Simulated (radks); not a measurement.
Task: These are the eigenvalues of the occupied orbitals of an atom or ion with whole-number occupations (Ry). Calculated with a radial shooting solver on a logarithmic mesh with Libxc functionals: scalar-relativistic Kohn-Sham, PBEsol, spin-polarised, spherical densities, finite nucleus; Fermi nuclear charge, rms radius of each element as measured or else 0.836 A^(1/3) + 0.57 fm.

1s up: -3302.962
1s down: -3302.744
2s up: -713.1458
2s down: -712.9594
2p up: -663.6480
2p down: -663.4057
3s up: -287.5174
3s down: -286.6370
3p up: -272.3622

Which element is it, and in what charge state? The configuration may be excited. Open shells, if any, are filled with parallel spins first.

Result: Z = 59, praseodymium, charge +46: Pr46+ in [Ne] 3s2 3p1. The list shows which subshells hold electrons but not how many an open one holds; the 1s level, -1651.5 hartree, gives Z - s = 57.5 by -(Z - s)^2/2, which with screening and relativity narrows Z to a few neighbours, and the depths of the outer levels then fix element, charge and occupations together.
